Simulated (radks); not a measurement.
The mean radii <r> (bohr) of the occupied orbitals of an atom or ion are listed with their occupations. Calculated with a radial shooting solver on a logarithmic mesh with Libxc functionals: scalar-relativistic Kohn-Sham, PBEsol, spin-polarised, spherical densities, finite nucleus; Fermi nuclear charge, rms radius of each element as measured or else 0.836 A^(1/3) + 0.57 fm.

| orbital | occ. | <r> |
|---|---|---|
| 1s up | 1 | 0.02905 |
| 1s down | 1 | 0.02905 |
| 2s up | 1 | 0.1236 |
| 2s down | 1 | 0.1236 |
| 2p up | 3 | 0.1076 |
| 2p down | 3 | 0.1076 |
| 3s up | 1 | 0.2995 |
| 3s down | 1 | 0.2997 |
| 3p up | 1 | 0.2898 |

Name the element and its charge. Open shells, if any, are filled with parallel spins first.

Answer. Z = 50, tin, charge +37: Sn37+ in [Ne] 3s2 3p1. The 1s radius gives Z: for a bare nucleus <r> = (2 gamma + 1)/(2Z) with gamma = sqrt(1 - (Z/c)^2), 0.02862 bohr for Z = 50, and screening makes it slightly larger (0.02905 here). The occupations add up to 13, and the charge is Z minus that.
